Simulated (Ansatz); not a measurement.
Steps of a relaxation of `C=[CH][GeH2][CH]=C` with RKS PBE-D4/def2-SVP.

```sh
$ ansatz run in.yaml --threads 4 --pin off --events-out ev --progress --plain --max-ram 11315MiB
```

```yaml
crystal:
  periodic: [false, false, false]
  atoms:
    - {symbol: C, position_ang: [-1.230800, -1.549000, 0.961900]}
    - {symbol: C, position_ang: [-0.175400, -1.559400, 0.210700]}
    - {symbol: Ge, position_ang: [1.117600, -0.162500, 0.309300]}
    - {symbol: C, position_ang: [0.427100, 1.528000, -0.166600]}
    - {symbol: C, position_ang: [-0.188100, 1.682800, -1.384800]}
    - {symbol: H, position_ang: [-2.018900, -2.279000, 0.876400]}
    - {symbol: H, position_ang: [-1.429100, -0.673200, 1.632400]}
    - {symbol: H, position_ang: [0.030300, -2.372600, -0.470700]}
    - {symbol: H, position_ang: [1.692400, -0.061800, 1.816300]}
    - {symbol: H, position_ang: [2.318700, -0.480300, -0.623500]}
    - {symbol: H, position_ang: [0.337000, 2.329400, 0.578100]}
    - {symbol: H, position_ang: [-0.619000, 2.650600, -1.613000]}
    - {symbol: H, position_ang: [-0.241400, 0.912200, -2.111800]}
basis:
  gaussian: {orbitals: def2-SVP}
hamiltonian: {xc: pbe, dispersion: d4}
relax: {f_tol: 0.03, max_steps: 200}
```

Positions (Å) and forces (eV/Å) along the path, 10 of 12 steps:

```xyz
13
step=1 energy=-60770.0311 eV
C    -1.231   -1.549    0.962   -2.261    1.269    1.749
C    -0.175   -1.559    0.211    2.098   -0.076   -1.273
Ge    1.118   -0.163    0.309    1.857   -0.269    1.278
C     0.427    1.528   -0.167   -1.548    0.523   -1.618
C    -0.188    1.683   -1.385    1.000    0.989    2.609
H    -2.019   -2.279    0.876   -0.645   -0.742    0.149
H    -1.429   -0.673    1.632   -0.049   -0.513   -0.109
H     0.030   -2.373   -0.471    0.018   -0.683   -0.549
H     1.692   -0.062    1.816   -0.280   -0.089   -0.729
H     2.319   -0.480   -0.624    0.031   -0.097   -0.018
H     0.337    2.329    0.578    0.231    0.275    0.018
H    -0.619    2.651   -1.613   -0.441    0.512   -0.399
H    -0.241    0.912   -2.112   -0.011   -1.099   -1.109
13
step=3 energy=-60770.3872 eV
C    -1.303   -1.564    0.927    0.038   -0.022    0.002
C    -0.143   -1.604    0.245    0.006    0.127    0.075
Ge    1.186   -0.161    0.340    0.011    0.004    0.021
C     0.399    1.564   -0.178    0.012   -0.157   -0.078
C    -0.223    1.758   -1.356    0.005   -0.012    0.023
H    -2.036   -2.387    0.871   -0.043    0.002    0.009
H    -1.569   -0.716    1.582   -0.029   -0.016   -0.036
H     0.074   -2.480   -0.389    0.035   -0.038   -0.037
H     1.747   -0.031    1.785   -0.031   -0.010    0.006
H     2.378   -0.516   -0.597   -0.044    0.020   -0.008
H     0.494    2.413    0.520    0.088    0.050    0.023
H    -0.604    2.749   -1.653   -0.097    0.017    0.001
H    -0.378    0.940   -2.083    0.048    0.033   -0.001
13
step=4 energy=-60770.4048 eV
C    -1.327   -1.551    0.863    0.007    0.082   -0.018
C    -0.118   -1.606    0.271   -0.006   -0.075   -0.008
Ge    1.209   -0.162    0.349    0.000    0.017   -0.017
C     0.448    1.566   -0.191    0.022    0.035    0.021
C    -0.279    1.752   -1.309   -0.026   -0.057   -0.011
H    -2.038   -2.394    0.811   -0.003    0.005    0.003
H    -1.673   -0.662    1.426    0.048   -0.068   -0.067
H     0.162   -2.529   -0.277   -0.016    0.106    0.062
H     1.773   -0.023    1.792   -0.023    0.006    0.004
H     2.396   -0.534   -0.585   -0.005   -0.011   -0.012
H     0.661    2.437    0.461   -0.025   -0.074   -0.070
H    -0.672    2.745   -1.593    0.011   -0.011    0.019
H    -0.523    0.925   -2.003    0.016    0.046    0.091
13
step=6 energy=-60770.4321 eV
C    -1.343   -1.483    0.722    0.130    0.176   -0.014
C    -0.071   -1.604    0.286   -0.131   -0.158    0.010
Ge    1.261   -0.168    0.363   -0.048    0.018   -0.027
C     0.500    1.553   -0.187   -0.104    0.132   -0.097
C    -0.381    1.701   -1.200    0.076   -0.154    0.097
H    -2.048   -2.332    0.699   -0.013    0.004   -0.033
H    -1.748   -0.529    1.126    0.141   -0.211   -0.108
H     0.269   -2.585   -0.118   -0.101    0.214    0.129
H     1.816   -0.018    1.809    0.004   -0.012   -0.003
H     2.448   -0.554   -0.565    0.014    0.006    0.009
H     0.848    2.453    0.367   -0.079   -0.155   -0.168
H    -0.760    2.693   -1.505   -0.002   -0.009    0.039
H    -0.772    0.839   -1.782    0.111    0.150    0.167
13
step=7 energy=-60770.4543 eV
C    -1.339   -1.413    0.627    0.244    0.002   -0.079
C    -0.041   -1.602    0.299   -0.282    0.033    0.050
Ge    1.298   -0.175    0.373    0.050   -0.013    0.018
C     0.523    1.533   -0.186   -0.191    0.046   -0.165
C    -0.446    1.640   -1.122    0.148   -0.068    0.170
H    -2.084   -2.229    0.574    0.054    0.013    0.031
H    -1.721   -0.428    0.961    0.043   -0.097   -0.083
H     0.300   -2.605   -0.023   -0.071    0.062    0.018
H     1.853   -0.033    1.820    0.009    0.021   -0.002
H     2.496   -0.549   -0.548   -0.007   -0.017    0.008
H     0.916    2.453    0.291   -0.049   -0.057   -0.045
H    -0.865    2.619   -1.418    0.027   -0.003   -0.015
H    -0.870    0.755   -1.634    0.027    0.079    0.095
13
step=8 energy=-60770.4604 eV
C    -1.336   -1.379    0.547    0.159    0.018   -0.019
C    -0.026   -1.597    0.292   -0.226    0.041    0.097
Ge    1.322   -0.179    0.381   -0.023    0.003   -0.032
C     0.533    1.524   -0.177   -0.197   -0.017   -0.210
C    -0.492    1.613   -1.054    0.162   -0.051    0.121
H    -2.080   -2.199    0.544    0.055    0.056   -0.050
H    -1.726   -0.366    0.777    0.073   -0.194   -0.009
H     0.320   -2.621    0.052   -0.057    0.058    0.051
H     1.880   -0.028    1.826   -0.008   -0.019    0.003
H     2.521   -0.558   -0.537   -0.003    0.013    0.001
H     0.973    2.452    0.233   -0.010   -0.015   -0.041
H    -0.890    2.590   -1.383   -0.019   -0.040    0.033
H    -0.977    0.713   -1.485    0.094    0.148    0.056
13
step=9 energy=-60770.4669 eV
C    -1.339   -1.398    0.553    0.023    0.035   -0.015
C    -0.028   -1.601    0.312   -0.062    0.016    0.020
Ge    1.315   -0.177    0.378   -0.005   -0.005    0.006
C     0.541    1.530   -0.192   -0.066   -0.014   -0.072
C    -0.487    1.631   -1.059    0.029   -0.028    0.054
H    -2.075   -2.222    0.521    0.033    0.027    0.012
H    -1.740   -0.394    0.792    0.032   -0.102   -0.031
H     0.323   -2.624    0.078   -0.025    0.043    0.007
H     1.873   -0.024    1.823    0.006    0.007    0.000
H     2.512   -0.562   -0.539   -0.001   -0.005    0.002
H     0.992    2.455    0.213   -0.010   -0.025   -0.014
H    -0.887    2.612   -1.374    0.006   -0.021    0.000
H    -0.979    0.740   -1.491    0.040    0.072    0.031
13
step=10 energy=-60770.4683 eV
C    -1.342   -1.407    0.544   -0.014    0.009    0.017
C    -0.029   -1.602    0.320    0.011    0.006   -0.004
Ge    1.313   -0.176    0.377   -0.007   -0.001   -0.006
C     0.546    1.531   -0.199    0.002   -0.006    0.002
C    -0.491    1.642   -1.050    0.017    0.001   -0.020
H    -2.067   -2.240    0.522    0.009    0.008   -0.005
H    -1.756   -0.407    0.767    0.003   -0.022   -0.015
H     0.329   -2.625    0.103   -0.002    0.015    0.003
H     1.874   -0.016    1.820    0.001    0.005    0.000
H     2.508   -0.569   -0.538    0.002   -0.006    0.000
H     1.013    2.453    0.195   -0.012   -0.016    0.003
H    -0.884    2.625   -1.365    0.000   -0.004    0.003
H    -0.992    0.757   -1.481   -0.011    0.010    0.022
13
step=11 energy=-60770.4687 eV
C    -1.343   -1.411    0.533   -0.017   -0.001   -0.023
C    -0.027   -1.601    0.328    0.027   -0.003    0.002
Ge    1.314   -0.176    0.377   -0.010    0.002    0.002
C     0.552    1.530   -0.205    0.033    0.001    0.016
C    -0.495    1.647   -1.043   -0.044    0.004    0.021
H    -2.063   -2.248    0.508   -0.004   -0.008    0.008
H    -1.767   -0.412    0.732   -0.007    0.018    0.011
H     0.336   -2.626    0.130    0.005   -0.002   -0.001
H     1.877   -0.008    1.818    0.001    0.002    0.000
H     2.509   -0.578   -0.536    0.000   -0.001   -0.001
H     1.033    2.450    0.176    0.001   -0.007   -0.007
H    -0.885    2.632   -1.354    0.008    0.007   -0.009
H    -1.020    0.766   -1.450    0.006   -0.010   -0.020
13
step=12 energy=-60770.4689 eV
C    -1.344   -1.411    0.530   -0.004    0.001    0.001
C    -0.027   -1.601    0.328    0.009   -0.003   -0.001
Ge    1.314   -0.176    0.377   -0.008    0.001    0.003
C     0.552    1.530   -0.205    0.010    0.000    0.007
C    -0.498    1.647   -1.039   -0.007   -0.002   -0.007
H    -2.063   -2.248    0.507   -0.002   -0.004    0.002
H    -1.768   -0.412    0.730   -0.001    0.004   -0.001
H     0.338   -2.627    0.133    0.001    0.002   -0.002
H     1.878   -0.007    1.818    0.001    0.000    0.000
H     2.508   -0.578   -0.536    0.000    0.000   -0.001
H     1.035    2.450    0.174   -0.001   -0.003   -0.002
H    -0.884    2.633   -1.354    0.000    0.003    0.002
H    -1.021    0.766   -1.449    0.001    0.000   -0.001
```

Run time 17 s (4 threads of an Intel Xeon Platinum 8375C on a shared host); peak host memory 0.2 GiB.
